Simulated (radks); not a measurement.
The oxygen anion O-, [He] 2s2 2p5, held by a Watson sphere: a shell of charge +1 at radius R that stands for the Madelung well of a crystal (potential energy -1/R inside, -1/r outside, in hartree with lengths in bohr). All-electron calculation, non-relativistic Kohn-Sham, PBEsol, spin-polarised, spherical densities, point nucleus; open shells are filled with parallel spins first. Program: a radial shooting solver on a logarithmic mesh with Libxc functionals. Response by self-consistent Sternheimer equations with the Hartree and adiabatic LDA kernel. The sphere does not respond.

R (bohr)  e(2s down) (eV)  e(2p up) (eV)  e(2p down) (eV)  <r> 2p (bohr)  sum of <r^2> (bohr^2)  X-ray form factor at sin(theta)/lambda = 0.3 1/angstrom  alpha (bohr^3)
1.58              -22.975         -9.599           -8.274          1.361                  15.22                                                    4.210           7.993
1.59              -22.941         -9.573           -8.249          1.363                  15.25                                                    4.208           8.042
1.66              -22.711         -9.388           -8.072          1.374                  15.48                                                    4.189           8.390
2.06              -21.496         -8.370           -7.086          1.431                  16.65                                                    4.119           10.62
2.35              -20.733         -7.693           -6.422          1.466                  17.38                                                    4.094           12.47
2.66              -20.021         -7.039           -5.776          1.500                  18.08                                                    4.080           14.65
3.3               -18.832         -5.909           -4.647          1.557                  19.28                                                    4.070           19.74
3.67              -18.280         -5.374           -4.108          1.585                  19.86                                                    4.068           23.04
